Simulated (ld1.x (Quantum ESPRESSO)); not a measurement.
**Ti (Z = 22): variants of one TM potential**

Base potential:

ld1.x (Quantum ESPRESSO) 7.5 input, shortened:

```
&input
   title='Ti', zed=22., rel=1, dft='PBESOL', iswitch=3,
   config='[Ar] 3d2 4s1.75 4p0.25'
 /
 &inputp
   pseudotype=2, tm=.true., lloc=-2, rcloc=2.85,
   nlcc=.true., new_core_ps=.true., rcore=1.30
 /
3
4S  1  0   1.75   0.00  2.75  2.75  0.0
4P  2  1   0.25   0.00  3.20  3.20  0.0
3D  3  2   2.00   0.00  1.65  1.65  0.0
 &test
   configts(1)='3d2 4s1.75 4p0.25'
 /
```

Cutoffs, loose and tight: the cutoffs (Ry, on a coarse ladder) from which the occupation-weighted sum of valence levels, in a spherical-Bessel basis at the reference potential, stays within 10 and 1 mRy of its value at 400 Ry. They do not see the model core or the augmentation charge, which bear on the density cutoff. Test errors are all-electron minus pseudo excitation energies from the reference, over the configurations 3d2 4s2 4p0; 3d2 4s1 4p0; 3d2 4s0 4p0; 3d2 4s0 4p2; 3d2 4s1.5 4p0; 3d2 4s0 4p1; 3d3 4s1 4p0. A dash means not determined; rows that change the core or the reference have their own tests. The largest error is taken over the tests solved by every variant that gives reliable tests at all: 3d2 4s0 4p0; 3d2 4s1 4p0; 3d2 4s1.5 4p0; 3d2 4s2 4p0; 3d3 4s1 4p0.

A true bound ghost makes a file unfit for plane-wave use even where its test errors are small: the radial tests pick states by their node count and pass the ghost by. Where a test does run into it, the solver fails or the error is huge.

```csv
change,outcome,"cutoff, loose","cutoff, tight",bound ghosts,largest test error (meV)
base,generated,70 Ry,80 Ry,none,-184
functional BLYP,generated,70 Ry,80 Ry,none,-175
wave 4p (bound): rc 3.20 bohr becomes 4p (bound): rc 3.24 bohr,generated,70 Ry,80 Ry,none,-184
wave 3d (bound): rc 1.65 bohr becomes 3d (bound): rc 1.82 bohr,generated,60 Ry,70 Ry,none,-174
local potential all-electron potential smoothed inside 1.35 bohr (lloc = -1),generated,70 Ry,80 Ry,"s, p",-138
core correction Bessel-smoothed model core inside 1.38 bohr,generated,70 Ry,80 Ry,none,-184
```

(1) What comes out with this change to the base: type ultrasoft; waves now 4s (bound): rcut 2.40, rcutus 2.75 bohr; 4s channel at 0.5 Ry: rcut 2.40, rcutus 2.75 bohr; 4p (bound): rcut 2.80, rcutus 3.20 bohr; 4p channel at 4.65 Ry: rcut 2.80, rcutus 3.20 bohr; 3d (bound): rcut 1.45, rcutus 1.65 bohr; 3d channel at 3.6 Ry: rcut 1.45, rcutus 1.65 bohr; local potential all-electron potential smoothed inside 1.25 bohr (lloc = -1); augmentation PSQ, inside the norm-conserving radii?

Results:

(1) outcome: generated; cutoff, loose: 35 Ry; cutoff, tight: 40 Ry; bound ghosts: p, s; largest test error (meV): -132.
